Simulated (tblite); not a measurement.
Compound: C6H15NSi2.
Geometry (GFN2-xTB, Å), atoms numbered from 1 in this order:
```
atom  x, y, z in Å
C1     2.931    0.424   -0.586
N2     1.499    0.240   -0.520
C3     1.038   -0.363    0.715
C4    -0.493   -0.459    0.686
C5    -1.011   -1.830    0.223
Si6   -2.721   -1.478   -0.543
C7    -2.210    0.300   -0.832
C8    -1.080    0.618   -0.193
Si9   -0.162    2.250   -0.417
H10    3.191    0.878   -1.540
H11    3.234    1.101    0.214
H12    3.492   -0.515   -0.476
H13    1.180   -0.320   -1.306
H14    1.360    0.292    1.530
H15    1.482   -1.357    0.891
H16   -0.864   -0.285    1.704
H17   -0.341   -2.230   -0.541
H18   -1.010   -2.544    1.045
H19   -2.977   -2.270   -1.751
H20   -3.817   -1.668    0.414
H21   -2.717    1.022   -1.453
H22    0.786    2.552    0.653
H23    0.403    2.370   -1.760
H24   -1.208    3.293   -0.316
```

Calculated harmonic vibrations of the isolated species, GFN2-xTB (tblite), most abundant isotopes, no scaling. The method is semi-empirical: single wavenumbers can be off by several per cent or more. Modes of hydrogen on silicon can be 10 to 20 % off. One conformer, not necessarily the lowest.

Harmonic wavenumbers (cm⁻¹): 59.7, 90.1, 116.8, 159.7, 165.8, 216.4, 253.6, 263.0, 304.6, 337.4, 369.8, 390.0, 439.3, 503.2, 508.9, 564.2, 569.3, 627.0, 648.0, 703.6, 747.2, 771.2, 792.2, 799.5, 818.4, 838.6, 846.5, 857.2, 874.8, 929.2, 975.9, 998.1, 1082.1, 1098.2, 1104.1, 1138.4, 1157.1, 1176.8, 1214.9, 1226.5, 1238.8, 1284.0, 1311.0, 1333.8, 1397.3, 1418.5, 1486.2, 1492.2, 1493.6, 1499.5, 1610.9, 2108.6, 2216.5, 2232.1, 2244.0, 2258.6, 2828.2, 2876.9, 2896.3, 2950.0, 2962.3, 3001.7, 3007.6, 3026.3, 3070.3, 3349.2.

A = 1826, B = 820.4, C = 632.8 MHz; mass 157.074 u (most abundant isotopes); point group C1, symmetry number 1.

Problem. Zero-point energy?

Solution. Half the sum of the wavenumbers: 41666 cm⁻¹ = 119.13 kcal/mol.

Problem. Give the ideal-gas entropy at 350 K and 1 bar in the rigid-rotor, harmonic-oscillator model (classical rotation).

Solution. Translation 41.89, rotation 30.68, vibration 40.27: S = 112.8 cal/(mol K).

Problem. And Cp and H(350 K) − H(0)?

Solution. Cp = 55.12 cal/(mol K), of which vibrations give 47.18 (their classical limit is 66 R = 131.2); H(350 K) − H(0) = 10.67 kcal/mol without the zero-point energy, 7.89 from vibrations.

Problem. Blend soft modes into free rotors: weight 1/[1 + (100 cm⁻¹/ν̃)⁴] for the oscillator and the rest for a rotor with moment μB/(μ + B), μ = h/(8π²ν), B = 10⁻⁴⁴ kg m². What vibrational entropy results?

Solution. 38.37 cal/(mol K) in place of 40.27, which changes −T·S at 350 K by +0.66 kcal/mol.

Problem. Which modes carry the vibrational entropy at 350 K?

Solution. 59.7 cm⁻¹: 4.78; 90.1 cm⁻¹: 3.97; 116.8 cm⁻¹: 3.46; 159.7 cm⁻¹: 2.86; 165.8 cm⁻¹: 2.79; 216.4 cm⁻¹: 2.28 cal/(mol K); the other 60 give 20.12 together.

Problem. What must be added to the electronic energy to get the Gibbs energy at 350 K and 1 bar?

Solution. ZPE + [H(350 K) − H(0)] − T·S = 119.13 + 10.67 − 39.49 = 90.31 kcal/mol.

Hindered rotation and anharmonicity are outside this model. Other conformers, if any are populated, would add a mixing term that is left out. The structure is chiral; the term R ln 2 for an equal mix with its mirror image is left out.
